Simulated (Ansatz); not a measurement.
Reactions of `[OH][Mg][OH]`.

Gas-phase electronic energies from Ansatz, PBE0-D4/def2-TZVP geometries. CCSD(T)/CBS adds triple-zeta CCSD(T) − MP2 to the extrapolated MP2 energy (def2 sets, frozen cores). This one scheme is used for every species. DFT in def2-TZVPP. B3LYP here is the variant with VWN-RPA as its local correlation; programs differ in this. def2 core potentials past Kr. For Br, Ge, Mg, Sn outer-core shells are correlated without core-valence functions, which leaves a few kJ/mol of doubt a bond. Scalar relativity is left out up to krypton. One conformer a species, not always the lowest.

| reaction | CCSD(T)/CBS(def2) (eV) |
| --- | --- |
| `[OH][Mg][OH]` + H–F → `[OH][Mg][F]` + H₂O | -0.62 |
| `[OH][Mg][OH]` + `C[O][GeH2][OH]` → `C[O][Mg][OH]` + `[OH][GeH2][OH]` | 0.01 |
| `[OH][Mg][OH]` + `C[O][SnH]([Cl])[Cl]` → `[OH][MgH]` + `C[O][Sn]([OH])([Cl])[Cl]` | 1.02 |
| `[OH][Mg][OH]` + HBr → `[OH][Mg][Br]` + H₂O | ? |
| `[OH][Mg][OH]` + H₂ → `[OH][MgH]` + H₂O | 0.99 |

Problem. Fill in the missing values. (Best estimate.)

Solution. The calculation gave: `[OH][Mg][OH]` + HBr → `[OH][Mg][Br]` + H₂O: -0.97 eV.

Largest T1 diagnostic: 0.013, for `C[O][Sn]([OH])([Cl])[Cl]`.
